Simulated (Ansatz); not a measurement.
Cartesian coordinates in Å:
```
C -0.5114 -0.7673 0.9312
C -0.0488 0.5208 0.3066
F 0.9758 1.0649 1.0466
C 0.4687 0.3371 -1.1142
F 1.4735 -0.5374 -1.1734
F -0.5176 -0.1149 -1.9003
F 0.9008 1.4894 -1.6247
H 0.3085 -1.4849 0.9756
H -1.3309 -1.1983 0.3547
H -0.8636 -0.5694 1.9437
H -0.8550 1.2599 0.2541
```

Total charge 0; spin multiplicity 1.

Q: List the CAM-B3LYP/def2-TZVPP orbital energies in eV (Ansatz). (An estimate is asked.)

A: Ansatz gave: Occupied: -674.90, -674.83, -674.79, -673.89, -285.91, -281.96, -279.34, -38.54, -36.05, -35.98, -35.52, -24.60, -22.00, -20.15, -18.75, -18.63, -17.95, -16.54, -15.50, -15.18, -14.97, -14.53, -14.17, -14.06, -13.58, -13.32, -13.06, -11.93, -11.65. Lowest empty: 1.99, 2.78, 3.18, 3.67, 4.01, 4.51, 5.14, 5.37.
